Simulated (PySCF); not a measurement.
sulfur atom (S), triplet; HF/6-31G** run with PySCF.

The PySCF input:
```python
from pyscf import gto, scf

mol = gto.M(
    atom='''
S     0.00000000    0.00000000    0.00000000
''',
    basis='6-31g**',
    spin=2,
    verbose=4,
)

mf = scf.UHF(mol)
mf.kernel()
mf.analyze()
```

What the program printed (banner, timings and long lists left out):

```
PySCF version 2.14.0

[INPUT] verbose = 4
[INPUT] num. atoms = 1
[INPUT] num. electrons = 16
[INPUT] charge = 0
[INPUT] spin (= nelec alpha-beta = 2S) = 2
[INPUT] symmetry False subgroup None
[INPUT] Mole.unit = angstrom
[INPUT] Symbol           X                Y                Z      unit          X                Y                Z       unit  Magmom
[INPUT]  1 S      0.000000000000   0.000000000000   0.000000000000 AA    0.000000000000   0.000000000000   0.000000000000 Bohr   0.0

nuclear repulsion = 0
number of shells = 8
number of NR pGTOs = 51
number of NR cGTOs = 18
basis = 6-31g**
ecp = {}

******** <class 'pyscf.scf.uhf.UHF'> ********
method = UHF
initial guess = minao
damping factor = 0
level_shift factor = 0
DIIS = <class 'pyscf.scf.diis.CDIIS'>
diis_start_cycle = 1
diis_space = 8
diis_damp = 0
SCF conv_tol = 1e-09
SCF conv_tol_grad = None
SCF max_cycles = 50
direct_scf = True
direct_scf_tol = 1e-13
number electrons alpha = 9  beta = 7
Set gradient conv threshold to 3.16228e-05
init E= -397.14850756514

cycle= 1 E= -397.464368466615  delta_E= -0.316  |g|= 0.101  |ddm|= 0.861
cycle= 2 E= -397.473805890254  delta_E= -0.00944  |g|= 0.0291  |ddm|= 0.186
cycle= 3 E= -397.474544982546  delta_E= -0.000739  |g|= 0.00839  |ddm|= 0.0499
cycle= 4 E= -397.474631344192  delta_E= -8.64e-05  |g|= 0.00159  |ddm|= 0.0214
cycle= 5 E= -397.474635325444  delta_E= -3.98e-06  |g|= 0.000391  |ddm|= 0.00544
cycle= 6 E= -397.474635590958  delta_E= -2.66e-07  |g|= 8.27e-05  |ddm|= 0.00151
cycle= 7 E= -397.474635605035  delta_E= -1.41e-08  |g|= 1.51e-05  |ddm|= 0.000337
cycle= 8 E= -397.474635605482  delta_E= -4.47e-10  |g|= 1.23e-06  |ddm|= 6.66e-05
Extra cycle  E= -397.474635605484  delta_E= -1.71e-12  |g|= 4.02e-07  |ddm|= 2.97e-06
converged SCF energy = -397.474635605484  <S^2> = 2.0056942  2S+1 = 3.0037937
**** SCF Summaries ****
Total Energy =                        -397.474635605483854
Nuclear Repulsion Energy =               0.000000000000000
One-electron Energy =                 -549.415261313005544
Two-electron Energy =                  151.940625707521662
Two-electron Coulomb Energy =          176.976965653402061
DFT Exchange-Correlation Energy =      -25.036339945880400
**** MO energy ****
                             alpha | beta                alpha | beta
MO #1   energy= -91.9931439947676  | -91.9751318425204  occ= 1 | 1
MO #2   energy= -9.00745425105744  | -8.98860552321566  occ= 1 | 1
MO #3   energy= -6.70022607482392  | -6.66890885246219  occ= 1 | 1
MO #4   energy= -6.70022607482389  | -6.65539128373014  occ= 1 | 1
MO #5   energy= -6.67870379778598  | -6.65539128373012  occ= 1 | 1
MO #6   energy= -0.987177648005917 | -0.770685073500369 occ= 1 | 1
MO #7   energy= -0.482761331240713 | -0.371541612375274 occ= 1 | 1
MO #8   energy= -0.482761331240708 | 0.0130445839859167 occ= 1 | 0
MO #9   energy= -0.415901041810091 | 0.0130445839859181 occ= 1 | 0
MO #10  energy= 0.404472026622715  | 0.448554530107108  occ= 0 | 0
MO #11  energy= 0.480374301101135  | 0.534998453601417  occ= 0 | 0
MO #12  energy= 0.480374301101137  | 0.577368177689482  occ= 0 | 0
MO #13  energy= 0.519016864184286  | 0.577368177689484  occ= 0 | 0
MO #14  energy= 0.925401540565726  | 1.06206071091642   occ= 0 | 0
MO #15  energy= 0.925401540565728  | 1.06940932573925   occ= 0 | 0
MO #16  energy= 0.974944197913225  | 1.06940932573925   occ= 0 | 0
MO #17  energy= 0.974944197913226  | 1.09713750750673   occ= 0 | 0

To work with the spin densities directly, `use mulliken_meta_spin()` only printing them here.

 ** Mulliken spin pop alpha/beta on meta-lowdin orthogonal AOs **
 ** Mulliken Spin Density (per AO)  **
spin_pop of  0 S 1s       -0.00000
spin_pop of  0 S 2s       -0.00000
spin_pop of  0 S 3s        0.00052
spin_pop of  0 S 4s       -0.00013
spin_pop of  0 S 2px       0.00005
spin_pop of  0 S 2py       0.00002
spin_pop of  0 S 2pz       0.00003
spin_pop of  0 S 3px       0.96311
spin_pop of  0 S 3py       0.41785
spin_pop of  0 S 3pz       0.61846
spin_pop of  0 S 4px       0.00050
spin_pop of  0 S 4py      -0.00014
spin_pop of  0 S 4pz       0.00010
spin_pop of  0 S 3dxy     -0.00003
spin_pop of  0 S 3dyz     -0.00026
spin_pop of  0 S 3dz^2    -0.00000
spin_pop of  0 S 3dxz     -0.00002
spin_pop of  0 S 3dx2-y2   -0.00009
 ** Mulliken Spin Density (per atom)  **
spin density of  0 S =      2.00000
 ** Mulliken pop alpha/beta on meta-lowdin orthogonal AOs **
 ** Mulliken pop       alpha | beta **
pop of  0 S 1s        1.00000 | 1.00000
pop of  0 S 2s        1.00000 | 1.00000
pop of  0 S 3s        0.99891 | 0.99839
pop of  0 S 4s        0.00002 | 0.00015
pop of  0 S 2px       1.00000 | 0.99995
pop of  0 S 2py       1.00000 | 0.99998
pop of  0 S 2pz       1.00000 | 0.99997
pop of  0 S 3px       0.99947 | 0.03636
pop of  0 S 3py       0.99975 | 0.58191
pop of  0 S 3pz       0.99965 | 0.38119
pop of  0 S 4px       0.00053 | 0.00003
pop of  0 S 4py       0.00025 | 0.00038
pop of  0 S 4pz       0.00035 | 0.00025
pop of  0 S 3dxy      0.00007 | 0.00009
pop of  0 S 3dyz      0.00071 | 0.00097
pop of  0 S 3dz^2     0.00001 | 0.00001
pop of  0 S 3dxz      0.00004 | 0.00006
pop of  0 S 3dx2-y2    0.00024 | 0.00033
In total             9.00000 | 7.00000
 ** Mulliken atomic charges   ( Nelec_alpha | Nelec_beta ) **
charge of  0S =      0.00000  (     9.00000      7.00000 )
Dipole moment(X, Y, Z, Debye):  0.00000, -0.00000,  0.00000
```
